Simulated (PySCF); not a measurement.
Computed with PBE-D3(BJ)/def2-TZVP // B3LYP-D3(BJ)/def2-TZVP run with PySCF 2.14.0. Gas-phase values, no solvent. One relaxed conformer stands for a flexible species; it need not be the lowest. 

Reference species (SMILES): `[CH3][Ga]([CH3])[SH]` (C–Ga–S–H torsion 179°) (neutral, multiplicity 1).

| Property | Result |
|---|---|
| HOMO | -6.10 eV |
| LUMO | -1.44 eV |

Changed species: `[SH][Ga]([SH])[SH]` (3 of 3 CH3 replaced by SH; the reference has 1 of 3 CH3 replaced by SH).

What does the change do to the HOMO and LUMO?

the HOMO falls by 0.34 eV, to -6.44 eV; the LUMO falls by 0.54 eV, to -1.98 eV.
